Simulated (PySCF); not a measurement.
These 2 structures share the formula C8H12BN. Method used: PBE0-D3(BJ)/def2-SVP geometry optimisation, gas phase (PySCF). Energies are electronic, without zero-point or thermal terms, for one conformer each. No frequencies were run at this level. Point groups hold within 0.08 Å.

Question: Order them by energy at this level, lowest first, and give relative energies in kcal/mol.
A. `BC1=CC=C(N(C)C)C=C1`
B. `[BH2:1][c:2]1[cH:3][cH:4][cH:5][cH:6][c:7]1[N:8]([CH3:9])[CH3:10]` with H–B1–C2–C3 17° and -158°

Answer: A (0.0), B (5.6).

| SMILES | E (Eh) | E rel (kcal/mol) | dipole (D) | point group | A, B, C (MHz) |
| --- | --- | --- | --- | --- | --- |
| Bc1ccc(N(C)C)cc1 | -390.92232 | 0.0 | 5.28 | C2v | 3430, 826.5, 671.7 |
| Bc1ccccc1N(C)C | -390.91340 | 5.6 | 2.62 | C1 | 2184, 1178, 805.6 |
